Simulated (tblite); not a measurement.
Species: C₆H₁₂GeO.
Numbering: `[CH3:1][C:2]1([CH3:3])[CH2:4][CH2:5][C:6](=[O:7])[GeH2:8]1` (hydrogens: H9, H10, H11 on C1; H12, H13, H14 on C3; H15, H16 on C4; H17, H18 on C5; H19, H20 on Ge8)

Computed with GFN2-xTB (tblite), gas phase: L-BFGS steps from a force-field or distance-geometry start until the largest atomic force falls under 0.01 eV/Å.

Step 67: E = -678.3197 eV
```
atom  x, y, z in Å  |  force x, y, z in eV/Å
C1     -1.3910    1.4853   -0.1505   -0.012  -0.002  -0.025
C2     -0.5609    0.2294    0.0856   -0.014  -0.026   0.016
C3     -1.4680   -0.8923    0.5821   -0.012  -0.035   0.020
C4      0.1579   -0.1976   -1.2096    0.021  -0.010   0.018
C5      1.4138   -1.0242   -0.9179    0.009  -0.008   0.028
C6      2.2568   -0.2995    0.0979    0.028  -0.003   0.012
O7      3.4554   -0.2360    0.1027   -0.038  -0.042  -0.026
Ge8     0.9542    0.5524    1.3722    0.029  -0.006   0.015
H9     -0.7595    2.2900   -0.5234   -0.012   0.044  -0.006
H10    -1.8468    1.8141    0.7822   -0.024  -0.006  -0.026
H11    -2.1836    1.3031   -0.8761    0.009  -0.005  -0.015
H12    -0.9033   -1.8042    0.7740    0.022   0.006  -0.009
H13    -1.9562   -0.6010    1.5107   -0.003   0.016  -0.003
H14    -2.2412   -1.1190   -0.1529    0.014   0.011   0.002
H15     0.4614    0.6944   -1.7651   -0.017   0.001   0.023
H16    -0.5228   -0.7691   -1.8456    0.012   0.028  -0.013
H17     1.1371   -1.9732   -0.4464   -0.027   0.002  -0.020
H18     1.9786   -1.2490   -1.8246   -0.008   0.034   0.014
H19     1.2403    1.9893    1.7248   -0.019  -0.011  -0.010
H20     0.7725   -0.1819    2.6767    0.040   0.014   0.003
```

Step 68: E = -678.3202 eV
```
atom  x, y, z in Å  |  force x, y, z in eV/Å
C1     -1.3901    1.4846   -0.1513   -0.021   0.015  -0.024
C2     -0.5611    0.2285    0.0868   -0.011  -0.010  -0.002
C3     -1.4693   -0.8925    0.5828   -0.003  -0.018   0.011
C4      0.1585   -0.1983   -1.2080    0.000  -0.002  -0.002
C5      1.4141   -1.0243   -0.9163   -0.005  -0.002   0.015
C6      2.2569   -0.2976    0.0972   -0.005  -0.002   0.019
O7      3.4550   -0.2336    0.0990    0.009  -0.032  -0.014
Ge8     0.9539    0.5533    1.3724    0.047  -0.025   0.022
H9     -0.7586    2.2917   -0.5200   -0.009   0.029   0.001
H10    -1.8515    1.8116    0.7794   -0.020  -0.007  -0.025
H11    -2.1788    1.3036   -0.8813    0.005  -0.010  -0.017
H12    -0.9050   -1.8048    0.7721    0.018  -0.002  -0.003
H13    -1.9563   -0.6005    1.5112   -0.005   0.012   0.013
H14    -2.2438   -1.1157   -0.1515    0.012   0.003  -0.006
H15     0.4589    0.6936   -1.7658   -0.004  -0.002   0.038
H16    -0.5220   -0.7695   -1.8446    0.006   0.016  -0.008
H17     1.1373   -1.9726   -0.4443   -0.029  -0.008  -0.012
H18     1.9782   -1.2498   -1.8226    0.000   0.030   0.002
H19     1.2405    1.9891    1.7265   -0.022  -0.005  -0.007
H20     0.7780   -0.1860    2.6754    0.037   0.021   0.000
```

Step 69: E = -678.3207 eV
```
atom  x, y, z in Å  |  force x, y, z in eV/Å
C1     -1.3901    1.4845   -0.1518   -0.031   0.013  -0.028
C2     -0.5617    0.2278    0.0877    0.000   0.015  -0.014
C3     -1.4702   -0.8929    0.5835    0.004  -0.001   0.001
C4      0.1589   -0.1990   -1.2067   -0.026   0.014  -0.016
C5      1.4147   -1.0237   -0.9156   -0.013   0.002   0.001
C6      2.2571   -0.2976    0.0978    0.018  -0.011   0.020
O7      3.4556   -0.2373    0.0993   -0.008  -0.022  -0.004
Ge8     0.9543    0.5536    1.3727    0.048  -0.033   0.021
H9     -0.7596    2.2941   -0.5176   -0.005   0.014   0.003
H10    -1.8554    1.8095    0.7771   -0.021  -0.003  -0.011
H11    -2.1772    1.3041   -0.8840    0.011  -0.014  -0.020
H12    -0.9037   -1.8038    0.7733    0.002  -0.003   0.006
H13    -1.9588   -0.5980    1.5103   -0.001  -0.004   0.018
H14    -2.2437   -1.1163   -0.1519    0.015  -0.003  -0.003
H15     0.4555    0.6931   -1.7660    0.013   0.003   0.044
H16    -0.5211   -0.7700   -1.8437   -0.002   0.002  -0.006
H17     1.1375   -1.9728   -0.4461   -0.024  -0.015  -0.005
H18     1.9786   -1.2465   -1.8224    0.006   0.022  -0.004
H19     1.2425    1.9891    1.7254   -0.023   0.000  -0.003
H20     0.7816   -0.1870    2.6754    0.036   0.025  -0.001
```

Step 70: E = -678.3213 eV
```
atom  x, y, z in Å  |  force x, y, z in eV/Å
C1     -1.3908    1.4841   -0.1529   -0.028   0.021  -0.012
C2     -0.5628    0.2269    0.0882    0.013   0.038  -0.017
C3     -1.4706   -0.8944    0.5844    0.020   0.028  -0.008
C4      0.1592   -0.1984   -1.2059   -0.042   0.024  -0.023
C5      1.4143   -1.0233   -0.9151   -0.024   0.005  -0.014
C6      2.2567   -0.2997    0.0998   -0.005  -0.023   0.012
O7      3.4552   -0.2452    0.1013    0.024  -0.011   0.009
Ge8     0.9550    0.5547    1.3728    0.033  -0.036   0.012
H9     -0.7608    2.2953   -0.5189   -0.020  -0.017   0.011
H10    -1.8570    1.8097    0.7757   -0.013  -0.004  -0.012
H11    -2.1786    1.3025   -0.8836    0.014  -0.012  -0.030
H12    -0.9007   -1.8027    0.7752   -0.007  -0.012   0.017
H13    -1.9608   -0.5969    1.5092    0.001  -0.016   0.024
H14    -2.2425   -1.1203   -0.1515    0.012  -0.005  -0.009
H15     0.4547    0.6949   -1.7635    0.028   0.014   0.044
H16    -0.5197   -0.7665   -1.8464   -0.009  -0.011   0.002
H17     1.1351   -1.9738   -0.4505   -0.017  -0.022   0.004
H18     1.9795   -1.2423   -1.8218    0.010   0.013  -0.011
H19     1.2437    1.9900    1.7237   -0.022   0.006  -0.004
H20     0.7857   -0.1837    2.6767    0.032   0.020   0.005
```

Question: Estimate the geometry and energy of step 71. (The exact step hangs on the optimiser's Hessian estimate; all steps are aligned on step 70, rigid shifts and turns removed.)

Answer: E = -678.3221 eV, largest force 0.064 eV/Å
```
atom  x, y, z in Å  |  force x, y, z in eV/Å
C1     -1.3931    1.4841   -0.1532   -0.021   0.006   0.003
C2     -0.5641    0.2269    0.0880    0.023   0.052  -0.012
C3     -1.4695   -0.8964    0.5852    0.027   0.042  -0.010
C4      0.1588   -0.1960   -1.2060   -0.037   0.027  -0.016
C5      1.4133   -1.0220   -0.9165   -0.022   0.001  -0.023
C6      2.2559   -0.3059    0.1041    0.011  -0.037  -0.004
O7      3.4552   -0.2634    0.1101    0.000  -0.004   0.019
Ge8     0.9563    0.5563    1.3725    0.011  -0.027  -0.001
H9     -0.7656    2.2957   -0.5234   -0.024  -0.032   0.010
H10    -1.8562    1.8114    0.7759   -0.015   0.001   0.005
H11    -2.1847    1.2993   -0.8782    0.010  -0.010  -0.050
H12    -0.8943   -1.8003    0.7826   -0.021  -0.005   0.023
H13    -1.9659   -0.5948    1.5059    0.011  -0.032   0.014
H14    -2.2366   -1.1307   -0.1535    0.020   0.001  -0.002
H15     0.4542    0.6986   -1.7600    0.042   0.035   0.033
H16    -0.5184   -0.7607   -1.8508   -0.019  -0.023   0.008
H17     1.1317   -1.9765   -0.4615   -0.005  -0.017   0.008
H18     1.9821   -1.2331   -1.8230    0.004   0.004  -0.012
H19     1.2477    1.9923    1.7186   -0.021   0.007  -0.009
H20     0.7882   -0.1738    2.6800    0.028   0.009   0.015
```

The energy changes by -0.0008 eV. The first-order estimate −F·Δx gives -0.0011 eV and the mean of the old and new forces, exact on a quadratic surface, -0.0008 eV. The step makes an angle of 79° with the force vector and moves no atom by more than 0.020 Å.

The cost below is that of the whole relaxation. Hardware: an AMD EPYC 7R43 with one thread, on a shared host. Cost: 1.0 s wall.
